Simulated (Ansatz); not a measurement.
## Redistribution: C3H7Cl + C3H7I → C2H4ClI + C4H10

Gas-phase species: C3H7Cl `CC(C)Cl`, singlet; C3H7I (1-iodopropane) `CCCI`, singlet; C2H4ClI `CC(Cl)I`, singlet; C4H10 (butane) `CCCC`, singlet. The partners trade CH3 for I; both sit on C, so the bond types are kept.

Shapes, held fixed at every level: PBE0-D4/def2-TZVP. Flexible molecules stand in one conformer, not always the lowest. Programs: Ansatz 0.2.0. Electronic energies: no zero-point or thermal term.

```json
{"level": "HF/def2-TZVPP", "kind": "Hartree–Fock", "ΔE (kJ/mol)": "+32.4", "less CCSD(T)/def2-TZVPP": "+4.9"}
{"level": "PBE-D4/def2-TZVPP", "kind": "GGA", "ΔE (kJ/mol)": "+22.9", "less CCSD(T)/def2-TZVPP": "-4.6"}
{"level": "PBE0-D4/def2-TZVPP", "kind": "global hybrid", "ΔE (kJ/mol)": "+25.9", "less CCSD(T)/def2-TZVPP": "-1.6"}
{"level": "wB97X-V/def2-TZVPP", "kind": "range-separated hybrid", "ΔE (kJ/mol)": "+27.2", "less CCSD(T)/def2-TZVPP": "-0.3"}
{"level": "B2PLYP/def2-TZVPP", "kind": "double hybrid", "ΔE (kJ/mol)": "+25.5", "less CCSD(T)/def2-TZVPP": "-2.0"}
{"level": "CCSD/def2-TZVPP", "kind": "coupled cluster or CI", "ΔE (kJ/mol)": "+28.1", "less CCSD(T)/def2-TZVPP": "+0.6"}
{"level": "CCSD(T)/def2-TZVPP", "kind": "coupled cluster or CI", "ΔE (kJ/mol)": "+27.5", "less CCSD(T)/def2-TZVPP": "0.0"}
```

The highest level, CCSD(T)/def2-TZVPP, gives ΔE = +27.5 kJ/mol; the levels span +22.9 to +32.4. The column of differences is taken from that level and isn't an error. No measured value is set beside it here. For atoms past krypton def2 sets carry core potentials with scalar relativity. Outer-core shells of I are correlated, in sets that cover them unevenly.
